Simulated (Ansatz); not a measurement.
```yaml
crystal:
  periodic: [false, false, false]
  atoms:
    - {symbol: D, position_ang: [-0.812441, -0.098502, 1.654760]}
    - {symbol: Ta, position_ang: [0.001188, -0.088120, 0.031708]}
    - {symbol: F, position_ang: [1.494597, -1.140573, -0.066377]}
    - {symbol: F, position_ang: [-1.147811, -0.579595, -1.343888]}
    - {symbol: S, position_ang: [0.561848, 1.979596, -0.363777]}
basis:
  gaussian: {orbitals: def2-mTZVP}
hamiltonian: {xc: {name: B3LYP5}, pseudopotentials: {relativity: scalar}}
output: {forces: true}
```

```sh
$ ansatz run in.yaml --threads 4 --pin off --events-out ev --progress --plain --max-ram 10444MiB
```

Output, abridged:

```
Error: YAML parse error: error: line 4 column 16: `D` is not an element symbol (H … Og, case-exact)
 --> <input>:4:16
2 |   periodic: [false, false, false]
3 |   atoms:
4 |     - {symbol: D, position_ang: [-0.812441, -0.098502, 1.654760]}
5 |     - {symbol: Ta, position_ang: [0.001188, -0.088120, 0.031708]}
6 |     - {symbol: F, position_ang: [1.494597, -1.140573, -0.066377]}
```

In this input an element symbol is wrong. The input was rejected before any iteration.
